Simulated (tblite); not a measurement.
C7H8NS (doublet state).
Bonds: C1–S2, S2–C3, C3–C4 (aromatic), C4–C5 (aromatic), C5–C6 (aromatic), C6–C7 (aromatic), C7–C8 (aromatic), C8–N9, C3–C8 (aromatic). Hydrogens: H10, H11, H12 on C1; H13 on C4; H14 on C5; H15 on C6; H16 on C7; H17 on N9.

Computed geometry: GFN2-xTB, gas phase. This method treats the open shell by occupation alone, without spin polarisation.

Question: What internal coordinates does the optimisation give?

Answer: 
```tsv
bond	length (Å)	order
C1–S2	1.813	single
S2–C3	1.749	single
C3–C4	1.382	aromatic
C4–C5	1.384	aromatic
C5–C6	1.400	aromatic
C6–C7	1.363	aromatic
C7–C8	1.433	aromatic
C8–N9	1.297	single
C3–C8	1.451	aromatic
C1–H10, C1–H11, C1–H12	1.086	single
C4–H13	1.080	single
C5–H14	1.079	single
C6–H15	1.080	single
C7–H16	1.078	single
N9–H17	1.018	single
```

Bonds in one row agree within 0.01 Å and their mean is given. Orders are formal, as drawn. A selection of angles:
```tsv
angle	degrees
C1–S2–C3	104.3
S2–C3–C4	124.1
S2–C3–C8	115.3
C4–C3–C8	120.6
C3–C4–C5	120.4
C4–C5–C6	120.5
C5–C6–C7	120.4
C6–C7–C8	121.6
C7–C8–N9	117.9
C3–C8–C7	116.4
C3–C8–N9	125.7
H17–N9–C8	114.2
```

Torsions: C1–S2–C3–C4 0° (synperiplanar); H17–N9–C8–C7 180° (antiperiplanar).

C5 (carbon bonded to 2 C and H) is planar (angles 120.5°, 120.1° and 119.4°, sum 360.0°, 0.00 Å off the plane of its three neighbours). The C–S distances run from 1.749 Å (S2–C3, drawn single) to 1.813 Å (C1–S2, drawn single), a spread of 0.064 Å. C6 (carbon bonded to 2 C and H) is planar (angles 120.4°, 120.3° and 119.3°, sum 360.0°, 0.00 Å off the plane of its three neighbours). S2 (sulfur bonded to 2 C) is bent (angle 104.3°). C8 (carbon bonded to 2 C and N) is planar (angles 125.7°, 117.9° and 116.4°, sum 360.0°, 0.00 Å off the plane of its three neighbours). Of the pairs four or more bonds apart, S2···H17 is among the closest relative to their van der Waals radii: 2.47 Å, 82 % of the sum of Bondi's values. C7 (carbon bonded to 2 C and H) is planar (angles 122.1°, 121.6° and 116.3°, sum 360.0°, 0.00 Å off the plane of its three neighbours).

Point group: Cs (every atom within 0.08 Å of its image). Its GFN2-xTB frequencies are all real (lowest 51 cm⁻¹). Torsions: C1–S2–C3–C4 0°, C7–C8–N9–H 180°.

One conformer stands for the species.
